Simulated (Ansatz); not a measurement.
`F[SiH2]Cl` and `F[SiH](Cl)[GeH3]` differ in one atom or group.

Ansatz, PBE0-D4/def2-TZVP geometries, multiplicity 1. 

Scalar relativity is left out up to krypton.

```csv
property,`F[SiH2]Cl`
HOMO energy (PBE0/def2-TZVPP) / eV,-9.27
HOMO–LUMO gap (PBE/def2-TZVPP) / eV,7.03
size of the dipole moment (PBE/def2-TZVPP) / D,1.20
"ideal-gas entropy at 298 K and 1 bar (rigid rotor, harmonic PBE0-D4/def2-TZVP) / J/(mol·K)",281
size of the dipole moment (B3LYP/def2-TZVPP) / D,1.32
HOMO–LUMO gap (B3LYP/def2-TZVPP) / eV,8.85
```

(1) What does the change do to each property? (Best estimate.)

Results:

(1) The calculation gave: 
```json
{"property": "HOMO energy (PBE0/def2-TZVPP) / eV", "`F[SiH](Cl)[GeH3]`": "-8.34", "shift": "0.93"}
{"property": "HOMO–LUMO gap (PBE/def2-TZVPP) / eV", "`F[SiH](Cl)[GeH3]`": "5.86", "shift": "-1.17"}
{"property": "size of the dipole moment (PBE/def2-TZVPP) / D", "`F[SiH](Cl)[GeH3]`": "1.38", "shift": "0.18"}
{"property": "ideal-gas entropy at 298 K and 1 bar (rigid rotor, harmonic PBE0-D4/def2-TZVP) / J/(mol·K)", "`F[SiH](Cl)[GeH3]`": "357", "shift": "76"}
{"property": "size of the dipole moment (B3LYP/def2-TZVPP) / D", "`F[SiH](Cl)[GeH3]`": "1.49", "shift": "0.17"}
{"property": "HOMO–LUMO gap (B3LYP/def2-TZVPP) / eV", "`F[SiH](Cl)[GeH3]`": "7.53", "shift": "-1.32"}
```

With PBE0 the HOMO rises by 0.93 eV and the LUMO falls by 0.48 eV, so the gap narrows by about 1.41 eV. PBE moves the HOMO by 0.74 eV and ωB97M-V by 1.13 eV. The zero-point energy changes by 40.0 kJ/mol with +9 modes. Dipoles are sizes alone; their direction can turn.

B3LYP here is the variant with VWN-RPA as its local correlation; programs differ in this.
